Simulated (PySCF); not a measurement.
# Where the electron goes

Compound: C5H10GaGeNO.
Numbering: `[GaH3-:1][n+:2]1[cH:3][cH:4][c:5]([O:6][GeH3:7])[cH:8][cH:9]1` (hydrogens: H10, H11, H12 on Ga1; H13 on C3; H14 on C4; H15, H16, H17 on Ge7; H18 on C8; H19 on C9)

Cartesian coordinates in Å at the PBE0-D3(BJ)/def2-SVP level; atoms count from 1:
```xyz
19
C5H10GaGeNO angstrom
Ga     3.7017   -0.3935    0.0119
N      1.6307    0.0165    0.0186
C      0.7410   -0.9758   -0.0585
C     -0.6277   -0.7639    0.0007
C     -1.1092    0.5469    0.1462
O     -2.3941    0.8669    0.2148
Ge    -3.7975   -0.2842    0.1105
C     -0.1628    1.5827    0.2215
C      1.1817    1.2724    0.1533
H      4.2157    0.9408   -0.6747
H      3.9721   -0.5475    1.5668
H      3.6768   -1.7277   -0.8470
H      1.1525   -1.9820   -0.1777
H     -1.3037   -1.6187   -0.0685
H     -4.9913    0.6587    0.2418
H     -3.7203   -0.9859   -1.2529
H     -3.6744   -1.2773    1.2750
H     -0.5012    2.6135    0.3301
H      1.9471    2.0515    0.2022
```

Theory: PySCF, TDDFT B3LYP/def2-SVPD, vertical, gas phase, core orbitals frozen in the response. Relativistic effects, spin–orbit coupling among them, are left out although an element past zinc is present.

Frontier orbitals with the atoms that hold most of them (Löwdin shares over 4%, at most four atoms; ? is withheld):

```tsv
orbital	ε (eV)	atoms
LUMO+2	-1.09	Ge7 44%, O6 14%, H17 12%, H16 12%
LUMO+1	-1.45	C9 22%, C4 19%, C8 17%, C3 14%
LUMO	-1.61	?
HOMO	-6.74	?
HOMO-1	-6.95	Ga1 39%, H12 28%, H10 26%
HOMO-2	-7.96	O6 24%, C8 18%, N2 15%, C5 13%
HOMO-3	-8.26	C4 26%, C3 20%, C9 19%, C8 14%
```

Give the leading atoms of the LUMO.

C5 (bonded to 2 C and O) 22%; N2 (bonded to 2 C and Ga) 20%; C3 (bonded to C, N and H) 16%; C9 (bonded to C, N and H) 9%. By element: carbon 47% or more, nitrogen 20%.

Which atoms hold the HOMO, and with what shares?

Ga1 (bonded to N and 3 H) 38%; H11 (bonded to Ga) 34%; H10 (bonded to Ga) 11%; H12 (bonded to Ga) 9%. By element: hydrogen 53% or more, gallium 38%.

The HOMO–LUMO gap is 5.14 eV. Where does the response calculation put the lowest singlet, and from which orbitals?

S1 is at 4.47 eV (f = 0.059), 0.67 eV below the gap, made of HOMO→LUMO (97%). 

One configuration dominates each of S1, S2, S3 and S4. Which, and how do the shares of the two leading atoms of either orbital change from the occupied to the empty one?

- S1 (4.47 eV, f 0.059), HOMO→LUMO (97%): Ga1 38% → at most 9%, H11 34% → at most 9%, C5 at most 9% → 22%, N2 at most 9% → 20%
- S2 (4.57 eV, f 0.0037), HOMO→LUMO+1 (95%): Ga1 38% → at most 15%, H11 34% → at most 15%, C9 at most 9% → 22%, C4 at most 9% → 19%
- S3 (4.60 eV, f 0.0007), HOMO-1→LUMO (97%): Ga1 39% → at most 9%, H12 28% → at most 9%, C5 at most 4% → 22%, N2 at most 4% → 20%
- S4 (4.77 eV, f 0.0042), HOMO-1→LUMO+1 (99%): Ga1 39% → at most 15%, H12 28% → at most 15%, C9 at most 4% → 22%, C4 at most 4% → 19%

Löwdin shares depend on the basis, the more so with diffuse functions.

The run took 10 min on one thread, Arm Neoverse V2 (aarch64) (shared host), and the process peaked at 1.4 GiB of memory.

One conformer stands for the species.
